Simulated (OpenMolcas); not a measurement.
**Fe2+: effect of the IPEA shift**

```
Program             : OpenMolcas 26.06
Basis               : ANO-RCC-VTZP [6s5p3d2f1g]
Scalar Hamiltonian  : DKH2, point nucleus
Active space        : 6 electrons in 6 orbitals (3d 4s)
State averaging     : 2S+1 = 5 even, 30 roots; 2S+1 = 7 even, 1 root kept (CI in the orbitals of an earlier block); 2S+1 = 3 even, 121 roots kept (CI in the orbitals of an earlier block, 98 in the spin-orbit step); 2S+1 = 1 even, 96 roots kept (CI in the orbitals of an earlier block, 69 in the spin-orbit step)
Spin-orbit coupling : RASSI with atomic mean-field integrals over the reference wave functions, term energies averaged over their components
```

Methods on the same reference wave functions:
A. CASSCF
B. MS-CASPT2, IPEA 0 Eh, imaginary shift 0.1 Eh (closed shells correlated: 3s 3p)
C. MS-CASPT2, IPEA 0.25 Eh, imaginary shift 0.1 Eh (closed shells correlated: 3s 3p)

Energies in cm-1 above 3d6 5D4, the measured ground level; measured values from Corliss and Sugar, J. Phys. Chem. Ref. Data 11, 135 (1982).

| Level | A | B | C | Measured |
| --- | --- | --- | --- | --- |
| 3d6 5D4 | 0.0 | 0.0 | 0.0 | 0.0 |
| 3d6 5D3 | 476 | 481 | 480 | 436 |
| 3d6 5D2 | 814 | 814 | 814 | 739 |
| 3d6 5D1 | 1033 | 1027 | 1028 | 932 |
| 3d6 5D0 | 1141 | 1132 | 1133 | 1027 |
| 3d5 4s 7S3 | 10482 | 27030 | 27510 | 30089 |
| 3d5 4s 5S2 | 22620 | 36040 | 36880 | 41000 |
| 3d6 3H6 | 23918 | 19310 | 20050 | 20051 |
| 3d6 3H5 | 24171 | 19540 | 20280 | 20301 |
| 3d6 3H4 | 24362 | 19680 | 20430 | 20482 |
| 3d6 3P2(1) | 26200 | 18010 | 18950 | 19405 |
| 3d6 3F4(1) | 27415 | 20310 | 21220 | 21462 |
| 3d6 3P1(1) | 27605 | 19430 | 20360 | 20688 |
| 3d6 3F3(1) | 27680 | 20550 | 21470 | 21700 |
| 3d6 3F2(1) | 27877 | 20720 | 21640 | 21857 |
| 3d6 3P0(1) | 28205 | 20020 | 20950 | 21208 |
| 3d6 3G5 | 30230 | 23570 | 24350 | 24559 |
| 3d6 3G4 | 30672 | 23990 | 24770 | 24941 |
| 3d6 3G3 | 30880 | 24180 | 24960 | 25142 |
| 3d6 1I6 | 36045 | 29670 | 30340 | 30356 |
| 3d6 1G4(1) | 38044 | 29500 | 30500 | 30886 |
| 3d6 3D1 | 39145 | 29350 | 30260 |  |
| 3d6 3D2 | 39182 | 29360 | 30270 |  |
| 3d6 3D3 | 39310 | 29510 | 30420 | 30858 |

Deviations, from unrounded energies. A percentage is the sum of absolute deviations over the sum of measured energies, with the sign that they share, or ± where signs differ.

```tsv
Against measurement	Levels	A	B	C
mean absolute deviation (cm-1)	21	6000	1200	490
fine structure of the ground term (%)	4	+10.5	+10.2	+10.2
other terms of the ground configuration (%)	15	+25.1	-4.5	-0.9
other configurations (%)	2	-53.4	-11.3	-9.4
```

C lies closest to measurement on these levels and A furthest from it. The largest miss of C in the table is 3d5 4s 5S2, by -4100 cm-1. The ranking rests on the paired levels alone, and a cruder setting can come out closer through cancelling errors.

Between B and C the level of the table that moves most is 3d6 1G4(1), by 1000 cm-1 (lowest in B, highest in C). Moves below CASPT2's spread within the term are not significant.

The mean deviations of B to C differ by less than CASPT2's widest spread within a term (2700 cm-1), so their order carries little weight.

From A to B the spin-free energies of the other terms of 3d6 shown, above 5D, scale by factors of 0.69 to 0.82.

The lowest spin-free term lies below A's lowest term by 0.497 hartree in B, 0.487 hartree in C.

Term energies are means over components that CASPT2 splits; among the terms shown or strongly mixed into the levels shown the widest spread is 2700 cm-1 (3d6 1I, C). Over all roots computed the reference weight is 0.86 to 0.94 in B, 0.88 to 0.95 in C; the roots of lowest weight are the least certain, and an intruder state may touch them. Some high roots are left out of the spin-orbit mixing, which shifts the levels that they would mix with. Terms from blocks run as CI alone lack orbitals of their own. A single d shell beside an s shell can misplace configurations of different d count against each other. The CASPT2 spread within a term exceeds the gap to the next term for 3d6 1G(1) and 3d6 3D, 3d6 3D and 3d6 1I, so the order of their levels is uncertain (figures for B; the like holds for C). Without dynamic correlation excited terms often stand tens of per cent too high (terms of higher spin than the ground term too low), and those without a measured partner can miss by more than the paired ones (holds for A). Blocks of more than 70 roots (2S+1 = 3 even) ran without multistate coupling (holds for B; C). Some levels mix across a computed gap that differs much from the measured one, so their mixing is not that of the real levels (holds for B). Computed and measured levels are paired by configuration, term and J; levels that our copy of the source lacks, or whose pairing is in doubt (as where it misses far off the trend of its configuration), stay unpaired and out of the deviations. Levels of configurations outside the active space are missing. Levels that lie high or do not pair safely by name in every column are left out.

A number in round brackets counts repeated terms of one configuration in the order of the reference energies.
